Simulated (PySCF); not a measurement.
**Dipole moment and polarisability of `CN1[SiH2]CNC[SiH2]1`**

Species: C3H12N2Si2.
Geometry (GFN2-xTB, Å), atoms numbered from 1 in this order:
```xyz
19
C3H12N2Si2 angstrom
C      2.2989   -0.9342   -0.0209
N      0.9583   -0.3911   -0.0032
Si    -0.3493   -1.5296   -0.0571
C     -1.9622   -0.5110    0.0547
N     -1.8516    0.7940    0.6897
C     -1.0509    1.7378   -0.0758
Si     0.8062    1.3201   -0.2456
H      2.6315   -1.1351   -1.0428
H      2.9954   -0.2278    0.4285
H      2.3344   -1.8690    0.5370
H     -0.1853   -2.3988    1.1188
H     -0.3206   -2.3341   -1.2870
H     -2.3826   -0.3437   -0.9402
H     -2.7115   -1.0774    0.6122
H     -1.4510    0.6854    1.6173
H     -1.1605    2.7138    0.4022
H     -1.5193    1.8246   -1.0595
H      1.3211    1.7284   -1.5609
H      1.5892    1.9570    0.8252
```

Level: CAM-B3LYP/def2-SVPD (PySCF), static field, nuclei fixed, core orbitals frozen in the response. The polarisability tensor in these axes (au):

```
x   107.73  -0.78  -2.54
y    -0.78 106.61  -0.30
z    -2.54  -0.30  85.56
```

Question: Diagonalise the tensor; give its mean and Δα, where Δα² is half the sum of the squared differences of the eigenvalues.

Answer: Principal values 85.26, 106.30 and 108.34 au; mean 99.97 au = 14.81 Å³ = 16.48 × 10⁻⁴⁰ C²·m²/J; Δα = 22.13 au (22 % of the mean).

Question: What is the dipole moment, and where does it point?

Answer: (0.61, -0.25, -0.06) D, 0.66 D in size, pointing from the negative to the positive side. Measured along this direction, the outermost atoms are H14, H16 and N5 at the negative end and H8 at the positive end.

Question: In TDDFT the mean static polarisability is Σ f/ω² over all singlet excitations (ω in hartree). How much of it do the 8 lowest give? Their energies (eV) and oscillator strengths: 5.18, 0.0023; 5.85, 0.0343; 5.96, 0.0059; 6.35, 0.0070; 6.41, 0.0012; 6.48, 0.0001; 6.69, 0.0336; 6.84, 0.0337.

Answer: They add up to 2.17 au, 2.2 % of the 99.97 au; the largest single term is 0.74 au, from the state at 5.85 eV. Terms in order: 0.06, 0.74, 0.12, 0.13, 0.02, 0.00, 0.56, 0.53 au. Higher excitations give the rest. The strengths listed sum to 0.118.

Question: Molar refractivity from α?

Answer: Lorentz–Lorenz: R = (4π/3)N_A α = 2.5225 cm³/(mol·Å³) × 14.81 Å³ = 37.4 cm³/mol, in the limit of long wavelengths.

Question: In a dilute gas of rigid molecules at 273 K, how does the orientational term μ²/3kT compare with the electronic polarisability?

Answer: In Gaussian units μ²/3kT = 3.84 Å³ against 14.81 Å³, a ratio of 0.26; the Debye molar polarisation (4π/3)N_A(α + μ²/3kT) is 47.1 cm³/mol, leaving out the vibrational part.

Question: Find the Langevin capture rate constant for H3O+ (19.018 u) meeting this molecule (132.054 u), k = 2.342 × 10⁻⁹ cm³/s × √(α in Å³ / reduced mass in u).

Answer: The reduced mass is 16.62 u, so k = 2.21 × 10⁻⁹ cm³/s. The formula leaves out the permanent dipole, which adds to the capture rate.

Question: Along which axes do the principal values lie, and how far do the nuclei extend along each?

Answer: Largest value along (0.91, -0.40, -0.10), where the nuclei span 5.12 Å; middle along (0.39, 0.92, -0.06), 4.71 Å; least along (0.11, 0.02, 0.99), 2.82 Å. The response follows the extents in order.

Geometry: GFN2-xTB, one conformer, isolated molecule.

The run behind these numbers computed excited states as well. Hardware: Arm Neoverse N1, one thread, no GPU, on a shared host. Cost: 1.8 min of wall time, 1.1 GiB resident at most.
